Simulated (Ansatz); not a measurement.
Basis sets compared for Ge(OH)Cl3 (GeCl₃OH). Charge 0, multiplicity 1. Geometry PBE0-D4/def2-SVP. Ansatz on 4 threads of Intel Xeon on a shared host; times are rough, and most runs start from earlier orbitals.

```xyz
6

Ge   -0.144   -0.128    0.259
O    -0.071    0.377   -1.412
H     0.778    0.767   -1.654
Cl    0.146    1.525    1.575
Cl    1.361   -1.579    0.687
Cl   -2.070   -0.963    0.544
```

The 6-31G sets use Cartesian d functions.

Binding counts from free atoms (Ge triplet, O triplet, H doublet, Cl doublet) in the same basis, without a counterpoise term.

```json
{"level": "HF/STO-3G", "functions": "51", "energy (Eh)": "-3490.1063", "HOMO (eV)": "-11.26", "LUMO (eV)": "5.36", "binding per atom (eV)": "2.60", "wall time": "1.7 s"}
{"level": "HF/6-31G", "functions": "79", "energy (Eh)": "-3528.9596", "HOMO (eV)": "-13.43", "LUMO (eV)": "1.05", "binding per atom (eV)": "1.65", "wall time": "3.8 s"}
{"level": "HF/def2-TZVP", "functions": "196", "energy (Eh)": "-3529.5557", "HOMO (eV)": "-12.91", "LUMO (eV)": "2.27", "binding per atom (eV)": "2.22", "wall time": "11 s"}
{"level": "PBE-D4/def2-SVP", "functions": "105", "energy (Eh)": "-3531.8797", "HOMO (eV)": "-7.74", "LUMO (eV)": "-2.48", "binding per atom (eV)": "3.33", "wall time": "4.3 s"}
{"level": "PBE-D4/def2-TZVP (with forces)", "functions": "196", "energy (Eh)": "-3532.7223", "HOMO (eV)": "-7.99", "LUMO (eV)": "-2.77", "binding per atom (eV)": "3.34", "wall time": "7.5 s"}
{"level": "r2SCAN-D4/def2-TZVP", "functions": "196", "energy (Eh)": "-3533.5403", "HOMO (eV)": "-8.41", "LUMO (eV)": "-2.53", "binding per atom (eV)": "3.30", "wall time": "10 s"}
{"level": "PBE0-D4/def2-SVP", "functions": "105", "energy (Eh)": "-3532.0472", "HOMO (eV)": "-9.33", "LUMO (eV)": "-1.53", "binding per atom (eV)": "3.23", "wall time": "7.6 s"}
{"level": "PBE0-D4/def2-TZVP", "functions": "196", "energy (Eh)": "-3532.8841", "HOMO (eV)": "-9.50", "LUMO (eV)": "-1.78", "binding per atom (eV)": "3.25", "wall time": "12 s"}
```

(1) Estimate the rows for PBE-D4/def2-TZVPD, r2SCAN-D4/def2-TZVPD, PBE0-D4/def2-TZVPD.

Answers

(1) 
```tsv
level	functions	energy (Eh)	HOMO (eV)	LUMO (eV)	binding per atom (eV)	wall time
PBE-D4/def2-TZVPD	241	-3532.7262	-8.07	-2.91	3.34	7 s
r2SCAN-D4/def2-TZVPD	241	-3533.5432	-8.44	-2.62	3.30	12 s
PBE0-D4/def2-TZVPD	241	-3532.8872	-9.54	-1.92	3.25	14 s
```
